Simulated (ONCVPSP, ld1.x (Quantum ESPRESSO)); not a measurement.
# Potentials for sulfur (S) compared

Generated with ld1.x 7.5 (TM, RRKJ, ultrasoft, PAW), atompaw 4.2 or ONCVPSP 4.0.1. The cutoff is in Ry: for ld1.x and atompaw files where the sum of valence levels is converged to 10 mRy in a Bessel basis, for ONCV files where the hardest occupied wave has 1 mHa per electron of residual kinetic energy. The error is the largest all-electron minus pseudo excitation energy over each file’s own four to seven test configurations (ionisations up to +4, promotions, holes and added fractions of an electron), all of which were solved. The labels leave out finer settings (local radius, basis sizes, second energies), which also bear on the numbers. Spin-polarised tests are not counted. The rows are a selection from randomly drawn settings: files with unsolved tests, undetermined cutoffs or missed reference levels are left out.

| potential | cutoff (Ry) | largest error (meV) | bound ghosts |
| --- | --- | --- | --- |
| ONCV, PBE, scalar-relativistic, rc 0.65/0.85/0.75 (spd), local smoothed, core correction no, reference 2s2 2p6 3s2 3p4, qcut 23.9/13.2/12.5, projectors 2/3/1 | 375 | +1222 | none |
| ONCV, LDA (Perdew-Wang 92), non-relativistic, rc 1.08/1.70 (sp), local smoothed, core correction yes, reference 3s2 3p4, qcut 3.7/5.1, projectors 2/2 | 54 | +54 | none |
| TM, PBE, scalar-relativistic, rc 1.15/1.70 (sp), local p, core correction yes, reference 3s2 3p4 | 55 | +184 | none |
| ONCV, PBE, fully relativistic, rc 1.10/1.50/1.35 (spd), local smoothed, core correction no, reference 3s2 3p4, qcut 4.8/6.4/8.2, projectors 2/2/2 | 32 | +142 | none |
| ONCV, LDA (Perdew-Zunger), scalar-relativistic, rc 0.70/0.85/0.95 (spd), local smoothed, core correction yes, reference 2s2 2p6 3s2 3p4, qcut 14.3/16.8/11.8, projectors 3/3/1 | 229 | +10 | none |

Q: Fill in the row for S: ONCV, PBE, scalar-relativistic, rc 1.45/1.50/1.50 (spd), local smoothed, core correction yes, reference 3s2 3p4, qcut 4.7/6.1/7.1, projectors 2/1/1.

A: cutoff 29 Ry, largest error +159 meV, bound ghosts: none.
